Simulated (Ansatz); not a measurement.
**F3GeH3Sn: structure from calculated spectroscopic constants**

These gas-phase data were calculated for one isomer of F3GeH3Sn at PBE-D3(BJ)/def2-SVP (harmonic, unscaled wavenumbers; equilibrium rotational constants with average atomic masses):

| Property | Result |
| --- | --- |
| rotational constants | 3.106, 0.8205, 0.8122 GHz |
| all wavenumbers above 1500 cm⁻¹ | 2056, 1873, 1847 |

Candidates:

(1) `[F][Sn]([F])([F])[GeH3]`, a singlet
(2) `[F][SnH2][GeH]([F])[F]`, a singlet
(3) `[F][Ge]([F])([F])[SnH3]`, a singlet

**Question.** Assign the data to one candidate and say why.

**Answer.** Candidate (2). The band at 1873 cm⁻¹ lies where the Sn–H stretch is expected; (1) has no mode between 1650 and 2000 cm⁻¹. 2 modes lie between 1650 and 2000 cm⁻¹, one for each Sn–H bond, while (3) has 3.

The same quantities for all candidates:

```
     rotational constants (GHz)  wavenumbers above 1500 cm⁻¹  E above the lowest, PBE-D3(BJ)/def2-SVP (kcal/mol)
(1)       2.723, 0.8954, 0.8954             2135, 2135, 2106                                                 8.9
(2)       3.106, 0.8205, 0.8122             2056, 1873, 1847                                                10.7
(3)       3.276, 0.7921, 0.7921             1905, 1905, 1879                                                 0.0
```

Harmonic stretches to hydrogen usually lie a few per cent above observed fundamentals. Each candidate is one conformer. Atoms past krypton carry core potentials. Programs: Ansatz 0.2.0.
